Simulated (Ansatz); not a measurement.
```yaml
crystal:
  periodic: [false, false, false]
  atoms:
    - {symbol: O, position_ang: [1.064515, -1.394638, 0.698830]}
    - {symbol: C, position_ang: [0.090889, -0.797802, 0.435274]}
    - {symbol: F, position_ang: [-1.133672, -1.202290, 0.743061]}
    - {symbol: C, position_ang: [0.016717, 0.551853, -0.306547]}
    - {symbol: F, position_ang: [-0.698235, 0.415949, -1.419327]}
    - {symbol: F, position_ang: [-0.568649, 1.460376, 0.467953]}
    - {symbol: F, position_ang: [1.228435, 0.966552, -0.619244]}
basis:
  gaussian: {orbitals: cc-pCVTZ}
magnetization: {spin_polarized: true, initial_magnetization: 2}
hamiltonian: {xc: {name: CAM-B3LYP}, dispersion: d3bjatm}
```

```sh
$ ansatz run in.yaml --threads 4 --pin off --events-out ev --progress --plain --max-ram 10444MiB
```

Shortened log:

```
Functional definition: CAM-B3LYP
1470 factors; their error is unknown
213 factors; integrals over basis functions are off by at most 4.8e-6 eV
mean field evaluation 1: about -14979.2150 eV, gradient 4.2e1 eV
mean field evaluation 2: about -14973.4571 eV, gradient 6.1e1 eV
mean field evaluation 4: about -14984.9710 eV, gradient 5.3e0 eV
mean field evaluation 8: about -14985.1683 eV, gradient 2.2e-1 eV
mean field evaluation 16: about -14985.1553 eV, gradient 2.5e-3 eV
mean field -14985.15527798 eV, -550.6942991628 hartree, gradient 4.1e-5 eV, S^2 2.006632; 2 other end points of the search recorded, 0 dependent functions left out
reference -14985.15535497 eV, -550.6943019920 hartree; 29, 27 occupied and 272, 274 virtual orbitals, 1470 factors
Total energy: -14985.23360629 eV, -550.6971776750 hartree
```

Hardware: 4 threads of an Arm Neoverse V2 on a shared host. Wall time 8 s, peak host memory 1.2 GiB.
